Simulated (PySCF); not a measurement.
Dipole response of Ta⁺ (tantalum, charge +1)

[Xe] 4f14 5d3 6s1, high-spin 5F determinant. Calculation: PySCF 2.14, in aug-cc-pVTZ-PP with ECP60MDF; scalar relativity through the core potential. Coupled (time-dependent) response in atomic units; α is the mean over directions.

| method | mean α (bohr³) | C₆ (like pair) | S(−4) |
| --- | --- | --- | --- |
| UHF | 53.13 | 480.9 | 1425 |
| PBE | 41.16 | 354.7 | 777.3 |
| PBE0 | 42.96 | 372.5 | 858.7 |

S(−4) is the Cauchy moment in α(ω) = α(0) + S(−4) ω² + …

Spin-orbit coupling is absent.

α(iu) at PBE:

```json
{"u (hartree)": "0", "α(iu) (bohr³)": "41.16"}
{"u (hartree)": "0.0500", "α(iu) (bohr³)": "39.33"}
{"u (hartree)": "0.100", "α(iu) (bohr³)": "34.88"}
{"u (hartree)": "0.200", "α(iu) (bohr³)": "25.04"}
{"u (hartree)": "0.300", "α(iu) (bohr³)": "18.17"}
{"u (hartree)": "0.500", "α(iu) (bohr³)": "11.04"}
{"u (hartree)": "0.750", "α(iu) (bohr³)": "7.100"}
{"u (hartree)": "1.00", "α(iu) (bohr³)": "5.083"}
{"u (hartree)": "1.50", "α(iu) (bohr³)": "3.053"}
{"u (hartree)": "2.00", "α(iu) (bohr³)": "2.050"}
{"u (hartree)": "3.00", "α(iu) (bohr³)": "1.099"}
{"u (hartree)": "5.00", "α(iu) (bohr³)": "0.4556"}
```

A single London oscillator, α(iu) = α/(1 + u²/ω²), gives C₆ = (3/4) ω α². Matching the computed C₆ needs ω = 4 × 354.7 / (3 × 41.16²) = 0.279 hartree.

For an ion, C₆ is the dispersion term alone; charge-induced terms of lower order in 1/R come first.

Energies and moments cover only the electrons outside the core potential. Spin-orbit coupling, absent here, splits the open shell strongly.
